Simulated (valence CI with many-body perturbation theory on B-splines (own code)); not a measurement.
## Tb LX: electric-dipole lines

Calculated by relativistic CI+MBPT: four valence electrons over a frozen Dirac-Fock core [He], a basis of 11 s, 11 p, 10 d, 8 f, 5 g, 2 h functions for each j, with the one-electron correlation potential Σ1, the two-electron term Σ2, the three-electron term Σ3, Breit, model QED; selected CI, second order for the rest, scaled by the run's own slope (own B-spline code, finite nucleus).

No measured spectrum was set against this ion. As an estimate, large intervals hold to a few tenths of a per cent, small ones and those within an open d or f shell to about a per cent. Among the levels kept, up to 930 cm⁻¹ of a level comes from second order outside the variational space, and about a tenth of that is noise between levels of different J, which matters for small intervals.

Lines 151 to 200 of 554 in falling wavelength, among levels below 10212 eV, chosen from the strongest by gf and those to the six lowest levels. Wavelengths and rates use the calculated energies. Electric multipoles are in the length gauge, E1 and E2 with the static RPA response of the core. Weak lines are less certain than strong ones. Lines between different terms over intervals too small for the method are left out, as are lines whose strength nearly cancels. The highest levels of a list are the least certain.

Levels are named by their leading jj configuration (3d3/2^4 stands for four electrons in 3d with j = 3/2), which in mixed levels can hold well under half, so a name can repeat and another be missing. Letters in brackets count levels of one name in rising energy.

```tsv
λ vac (Å)	Upper	Lower	A (s⁻¹)	S (a.u.) with core polarisation	S without
12.56	(2p1/2 2p3/2^2 3d5/2) J=3	(2s 2p1/2 2p3/2 3d5/2) J=2 [c]	8.01e+11	5.48e-03	5.49e-03
12.53	(2s 2p3/2^2 3d3/2) J=4	(2s^2 2p3/2 3d3/2) J=3	6.59e+11	5.75e-03	5.76e-03
12.50	(2s 2p3/2^2 3p1/2) J=3	(2s^2 2p3/2 3p1/2) J=2	7.45e+11	5.02e-03	5.03e-03
12.42	(2s 2p1/2 2p3/2^2) J=2 [a]	(2s^2 2p1/2 2p3/2) J=1	8.29e+11	3.92e-03	3.93e-03
12.40	(2p1/2 2p3/2^2 3p3/2) J=3 [a]	(2s 2p1/2 2p3/2 3p3/2) J=2 [d]	1.80e+12	1.18e-02	1.18e-02
12.38	(2p1/2 2p3/2^2 3d5/2) J=4	(2s 2p1/2 2p3/2 3d5/2) J=3 [c]	1.58e+12	1.34e-02	1.34e-02
12.36	(2p1/2 2p3/2^2 3s) J=2 [a]	(2s 2p1/2 2p3/2 3s) J=1 [c]	1.30e+12	6.06e-03	6.07e-03
12.35	(2p1/2 2p3/2^2 3d5/2) J=3	(2s 2p1/2 2p3/2 3d5/2) J=3 [c]	6.90e+11	4.49e-03	4.50e-03
12.30	(2p1/2 2p3/2^2 3p3/2) J=3 [b]	(2s 2p1/2 2p3/2 3p3/2) J=2 [e]	1.31e+12	8.44e-03	8.45e-03
12.24	(2p1/2 2p3/2^2 3p1/2) J=2 [a]	(2s 2p1/2 2p3/2 3p1/2) J=1 [b]	1.66e+12	7.51e-03	7.52e-03
12.23	(2p1/2 2p3/2^2 3s) J=3	(2s 2p1/2 2p3/2 3s) J=2 [c]	1.29e+12	8.15e-03	8.16e-03
12.22	(2p1/2 2p3/2^2 3d3/2) J=2 [a]	(2s 2p1/2 2p3/2 3d3/2) J=2 [c]	1.00e+12	4.52e-03	4.52e-03
12.15	(2p1/2 2p3/2^2 3d3/2) J=3 [a]	(2s 2p1/2 2p3/2 3d3/2) J=2 [c]	9.20e+11	5.70e-03	5.71e-03
12.14	(2p1/2 2p3/2^2 3d3/2) J=3 [b]	(2s 2p1/2 2p3/2 3d3/2) J=2 [d]	1.10e+12	6.80e-03	6.81e-03
12.13	(2s 2p1/2 2p3/2^2) J=3	(2s^2 2p1/2 2p3/2) J=2	7.92e+11	4.89e-03	4.90e-03
12.12	(2p1/2 2p3/2^2 3p3/2) J=4	(2s 2p1/2 2p3/2 3p3/2) J=3 [c]	2.38e+12	1.88e-02	1.88e-02
12.09	(2p1/2 2p3/2^2 3p1/2) J=2 [b]	(2s 2p1/2 2p3/2 3p1/2) J=1 [c]	2.18e+12	9.52e-03	9.53e-03
12.09	(2p1/2 2p3/2^2 3p1/2) J=3	(2s 2p1/2 2p3/2 3p1/2) J=2 [c]	1.98e+12	1.21e-02	1.21e-02
12.05	(2p1/2 2p3/2^2 3d3/2) J=4	(2s 2p1/2 2p3/2 3d3/2) J=3 [c]	1.95e+12	1.52e-02	1.52e-02
11.94	(2p1/2 2p3/2^2 3s) J=2 [b]	(2s 2p1/2 2p3/2 3s) J=1 [b]	1.17e+12	4.91e-03	4.92e-03
11.90	(2p1/2 2p3/2^2 3p3/2) J=2 [b]	(2s 2p1/2 2p3/2 3p3/2) J=1 [d]	2.15e+12	8.93e-03	8.94e-03
11.79	(2s 2p3/2^3) J=2	(2s^2 2p3/2^2) J=2	2.83e+12	1.14e-02	1.15e-02
11.73	(2s 2p3/2^2 3p3/2) J=3 [b]	(2s^2 2p3/2 3p3/2) J=2	1.19e+12	6.66e-03	6.67e-03
11.71	(2p1/2^2 2p3/2^2) J=2	(2s 2p1/2^2 2p3/2) J=1	2.45e+12	9.71e-03	9.72e-03
11.70	(2s 2p3/2^2 3d5/2) J=4 [b]	(2s^2 2p3/2 3d5/2) J=3	7.16e+11	5.10e-03	5.10e-03
11.70	(2p1/2 2p3/2^3) J=1	(2s 2p1/2 2p3/2^2) J=1 [a]	3.54e+12	8.39e-03	8.41e-03
11.70	(2s 2p1/2 2p3/2 3d5/2) J=3 [c]	(2s^2 2p1/2 3d5/2) J=2	3.10e+12	1.71e-02	1.72e-02
11.68	(2s 2p1/2 2p3/2 3p3/2) J=2 [d]	(2s^2 2p1/2 3p3/2) J=1	2.99e+12	1.17e-02	1.18e-02
11.68	(2s 2p1/2 2p3/2 3d5/2) J=4 [c]	(2s^2 2p1/2 3d5/2) J=3	2.94e+12	2.08e-02	2.09e-02
11.68	(2s 2p3/2^2 3d5/2) J=2 [b]	(2s^2 2p3/2 3d5/2) J=1	1.37e+12	5.38e-03	5.39e-03
11.67	(2s 2p3/2^2 3d5/2) J=3 [c]	(2s 2p1/2 2p3/2 3p3/2) J=3 [a]	8.72e+11	4.78e-03	4.79e-03
11.65	(2s 2p1/2 2p3/2 3p3/2) J=3 [c]	(2s^2 2p1/2 3p3/2) J=2	3.18e+12	1.74e-02	1.74e-02
11.65	(2p1/2 2p3/2^2 3p3/2) J=1 [c]	(2s 2p1/2 2p3/2 3p3/2) J=1 [c]	1.91e+12	4.46e-03	4.47e-03
11.63	(2s 2p1/2 2p3/2 3d3/2) J=2 [c]	(2s^2 2p1/2 3d3/2) J=2	2.56e+12	9.94e-03	9.95e-03
11.63	(2p1/2^2 2p3/2 3d5/2) J=2	(2s 2p1/2^2 3d5/2) J=2	1.81e+12	7.05e-03	7.06e-03
11.63	(2s 2p1/2 2p3/2 3d3/2) J=1 [d]	(2s^2 2p1/2 3d3/2) J=1	2.12e+12	4.93e-03	4.94e-03
11.62	(2p1/2^2 2p3/2 3p3/2) J=1	(2s 2p1/2^2 3p3/2) J=1	2.27e+12	5.27e-03	5.27e-03
11.61	(2s 2p3/2^2 3d5/2) J=3 [c]	(2s^2 2p3/2 3d5/2) J=3	1.51e+12	8.15e-03	8.17e-03
11.61	(2p1/2 2p3/2^3) J=2	(2s 2p1/2 2p3/2^2) J=2 [b]	5.00e+12	1.93e-02	1.94e-02
11.61	(2s 2p3/2^2 3p3/2) J=2 [c]	(2s^2 2p3/2 3p3/2) J=2	3.10e+12	1.20e-02	1.20e-02
11.61	(2p3/2^4) J=0	(2s 2p3/2^3) J=1	1.13e+13	8.75e-03	8.76e-03
11.60	(2s 2p1/2 2p3/2 3d3/2) J=2 [d]	(2s^2 2p1/2 3d3/2) J=1	2.35e+12	9.05e-03	9.06e-03
11.60	(2s 2p1/2 2p3/2 3s) J=1 [b]	(2s^2 2p1/2 3s) J=1	3.27e+12	7.55e-03	7.56e-03
11.59	(2p1/2 2p3/2^2 3p3/2) J=2 [c]	(2s 2p1/2 2p3/2 3p3/2) J=2 [e]	2.54e+12	9.75e-03	9.77e-03
11.59	(2p1/2 2p3/2^2 3p3/2) J=3 [b]	(2s 2p1/2 2p3/2 3p3/2) J=3 [b]	1.91e+12	1.03e-02	1.03e-02
11.59	(2s 2p1/2 2p3/2 3p1/2) J=1 [b]	(2s^2 2p1/2 3p1/2) J=1	3.82e+12	8.81e-03	8.82e-03
11.58	(2s 2p1/2 2p3/2 3d3/2) J=3 [c]	(2s^2 2p1/2 3d3/2) J=2	2.87e+12	1.54e-02	1.54e-02
11.57	(2p1/2^2 2p3/2 3d5/2) J=4	(2s 2p1/2^2 3d5/2) J=3	2.18e+12	1.50e-02	1.51e-02
11.57	(2p1/2^2 2p3/2 3p3/2) J=3	(2s 2p1/2^2 3p3/2) J=2	2.48e+12	1.33e-02	1.33e-02
11.56	(2p1/2 2p3/2^2 3s) J=1 [b]	(2s 2p1/2 2p3/2 3s) J=2 [c]	3.13e+12	7.16e-03	7.17e-03
```
